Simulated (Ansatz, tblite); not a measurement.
Spin states of Sb4⁻ (the lowest doublet isomer of a short search), each relaxed with PBE0-D4/def2-SVPD in Ansatz. Electronic energies in the gas phase.

In the def2 sets Sb takes a core potential, while STO-3G treats all electrons; there is no spin–orbit coupling. The xTB rows come from tblite. B3LYP takes the VWN-RPA correlation. Correlated methods freeze 16 core orbitals; core or outer-core shells of Sb are correlated, in sets that lack core-valence functions. The rows differ in basis, and correlated rows in double-zeta sets carry the largest basis error. The structure comes from a short search, and lower isomers may exist.

Doublet geometry (C2v within 0.1 Å):

Cartesian coordinates in Å:
```
Sb -1.4952 0.5680 0.4181
Sb 0.7884 -0.5272 1.6973
Sb -0.3534 -1.1605 -1.5194
Sb 1.0602 1.1198 -0.5959
```

Quartet geometry (D2d within 0.1 Å):

```xyz
4

Sb    0.672    0.318   -1.749
Sb   -1.708    0.772   -0.332
Sb    0.963   -1.622    0.259
Sb    0.074    0.532    1.823
```

⟨S²⟩: doublet 0.76 at PBE0-D4/def2-TZVPD (pure 0.75), quartet 3.76 at PBE0-D4/def2-TZVPD (pure 3.75).

Only these spin states were relaxed. The quartet has other bonds than the doublet, so the gap mixes isomer and spin.

```json
{"level": "GFN1-xTB", "quartet − doublet (kcal/mol)": "27.6", "lowest of these": "doublet", "remarks": "–"}
{"level": "HF/STO-3G", "quartet − doublet (kcal/mol)": "-3.2", "lowest of these": "quartet", "remarks": "HOMO above zero (doublet), HOMO above zero (quartet)"}
{"level": "HF/def2-SVPD", "quartet − doublet (kcal/mol)": "-4.8", "lowest of these": "quartet", "remarks": "–"}
{"level": "PBE-D4/def2-TZVPD", "quartet − doublet (kcal/mol)": "18.0", "lowest of these": "doublet", "remarks": "HOMO above zero (doublet), HOMO above zero (quartet)"}
{"level": "r2SCAN-D4/def2-TZVPD", "quartet − doublet (kcal/mol)": "14.9", "lowest of these": "doublet", "remarks": "HOMO above zero (doublet)"}
{"level": "B3LYP-D4/def2-TZVPD", "quartet − doublet (kcal/mol)": "14.1", "lowest of these": "doublet", "remarks": "HOMO above zero (doublet)"}
{"level": "PBE0-D4/def2-TZVPD", "quartet − doublet (kcal/mol)": "15.8", "lowest of these": "doublet", "remarks": "–"}
{"level": "PBE-QIDH/def2-TZVPD", "quartet − doublet (kcal/mol)": "19.2", "lowest of these": "doublet", "remarks": "–"}
{"level": "MP2/def2-SVPD", "quartet − doublet (kcal/mol)": "20.3", "lowest of these": "doublet", "remarks": "–"}
{"level": "MP2/def2-TZVPD", "quartet − doublet (kcal/mol)": "27.4", "lowest of these": "doublet", "remarks": "–"}
{"level": "CCSD/def2-SVPD", "quartet − doublet (kcal/mol)": "12.2", "lowest of these": "doublet", "remarks": "–"}
{"level": "CCSD(T)/def2-SVPD", "quartet − doublet (kcal/mol)": "14.7", "lowest of these": "doublet", "remarks": "–"}
```

Change of the quartet − doublet gap on mixing in exact exchange, in kcal/mol: PBE to PBE0 (25 % exact exchange) -2.2.

The xTB methods have no spin-polarisation term.
